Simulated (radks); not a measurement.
Results of a calculation; reference values are marked as such.
Q: The terbium ion Tb24+, configuration [Kr] 4d5. Level of theory: Dirac Kohn-Sham, LB94 model potential, spin-unpolarised, spherical densities, finite nucleus; open shells fill j = l - 1/2 first; Fermi nuclear charge, rms radius 5.06 fm (a radial shooting solver on a logarithmic mesh with Libxc functionals). Some entries of the table are withheld. Estimate them.

| orbital | occ. | eigenvalue (eV) | <r^2> (bohr^2) | <r> (bohr) |
|---|---|---|---|---|
| 1s1/2 | 2 | -52753.38 | 0.0006299 | 0.02148 |
| 2s1/2 | 2 | -9393.931 | 0.009787 | 0.09078 |
| 2p1/2 | 2 | -8973.771 | 0.007085 | 0.07569 |
| 2p3/2 | 4 | -8220.522 | 0.008312 | 0.08264 |
| 3s1/2 | 2 | -2673.053 | 0.06452 | 0.2375 |
| 3p1/2 | 2 | -2489.071 | 0.05986 | 0.2270 |
| 3p3/2 | 4 | -2332.318 | 0.06657 | 0.2398 |
| 3d3/2 | 4 | -2015.061 | 0.05271 | 0.2119 |
| 3d5/2 | 6 | -1980.621 | 0.05457 | 0.2159 |
| 4s1/2 | 2 | -1063.285 | 0.2901 | 0.5080 |
| 4p1/2 | 2 | -988.9173 | 0.2951 | (1) |
| 4p3/2 | 4 | -946.7253 | 0.3211 | (2) |
| 4d3/2 | 4 | -823.0201 | 0.3266 | 0.5342 |
| 4d5/2 | 1 | -814.2982 | 0.3345 | 0.5408 |
| 5s1/2 | 0 | -571.4544 | (3) | 0.9142 |
| 5p1/2 | 0 | (4) | 0.9753 | (5) |
| 5p3/2 | 0 | (6) | 1.037 | (7) |

A: 
(1) 4p1/2 <r> (bohr): 0.5106
(2) 4p3/2 <r> (bohr): 0.5330
(3) 5s1/2 <r^2> (bohr^2): 0.9326
(4) 5p1/2 eigenvalue (eV): -538.6578
(5) 5p1/2 <r> (bohr): 0.9330
(6) 5p3/2 eigenvalue (eV): -522.1737
(7) 5p3/2 <r> (bohr): 0.9623
